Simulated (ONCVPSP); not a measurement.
## Ranking ONCV potentials for Hg

All share these settings but for the change named:

* Element: mercury (Hg)
* Generator: ONCVPSP 4.0.1
* Type: optimised norm-conserving Vanderbilt (ONCV)
* Functional: PBE
* Relativity: scalar-relativistic
* Frozen core: [Kr] 4d10 4f14
* Valence charge: 20
* Reference configuration: 5s2 5p6 5d10 6s0.5 (charge +1.5)
* Partial waves: 5s+6s: rc 1.40 bohr, ncon 4, nbas 9, qcut 7.1 1/bohr, 2 projectors; 5p: rc 1.70 bohr, ncon 5, nbas 9, qcut 6.5 1/bohr, 3 projectors, debl 3.5 Ha; 5d: rc 2.05 bohr, ncon 3, nbas 8, qcut 7.1 1/bohr, 2 projectors, debl 2.5 Ha
* Local potential: polynomial inside 1.10 bohr (lpopt 5, dvloc0 4 Ha)
* Core correction: Teter function fitted to the true core (icmod 2), fcfact 0.5

Test errors are all-electron minus pseudo excitation energies from the reference, over 5s2 5p6 5d10 6s2; 5s2 5p6 5d10 6s1; 5s2 5p6 5d10 6s0; 5s2 5p6 5d10 6s0 6p1. None of these files shows a bound ghost.

The base gives 4.4 meV.

Of 10 variants that were run, those that failed, showed a ghost or another fault, or gave nearly equal values are left out.

A variant can come out equal or close to the base, since the largest error may sit in a test that the change hardly touches while other tests move.

(1) Rank these variants by their largest absolute test error, smallest first.
A. s: qcut 4.5; p: qcut 4.1; d: qcut 4.5
B. s: qcut 5.7; p: qcut 5.2; d: qcut 5.7
C. s: qcut 7; p: qcut 6.4; d: qcut 7

## Answers

(1) C (4.4 meV), B (5.6 meV), A (8.8 meV).
